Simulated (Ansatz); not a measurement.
CH7FOSi2 can be A, `O[SiH2][SiH2]CF`, or B, `FCO[SiH2][SiH3]`.

Program: Ansatz. Geometries: PBE0-D4/def2-TZVP. ΔE: electronic, gas phase. CCSD(T)/CBS adds triple-zeta CCSD(T) − MP2 to the extrapolated MP2 energy (def2 sets, frozen cores). DFT in def2-TZVPP. B3LYP here is the variant with VWN-RPA as its local correlation; programs differ in this. One conformer a species, not always the lowest.

(1) Which isomer does CCSD(T)/CBS put lower? Give the gap. (Estimate.)

(2) Give E(B) − E(A) in kcal/mol with MP2/def2-TZVPP, CCSD(T)/def2-TZVPP, HF/def2-TZVPP, ωB97M-V, PBE-D4, B3LYP, B3LYP-D4. (Estimate.)

Largest T1 diagnostic: 0.013.

## Answers

(1) Computed: A, by 5.8 kcal/mol.

(2) The calculation gave: MP2/def2-TZVPP 5.4, CCSD(T)/def2-TZVPP 4.4, HF/def2-TZVPP 2.4, ωB97M-V 5.0, PBE-D4 5.3, B3LYP 5.1, B3LYP-D4 4.7. None reverses the order clearly.

In def2-TZVPP, CCSD(T) changes the Hartree–Fock value by +2.1 kcal/mol (the triples alone add −0.0 kcal/mol) and MP2 by +3.1 kcal/mol.
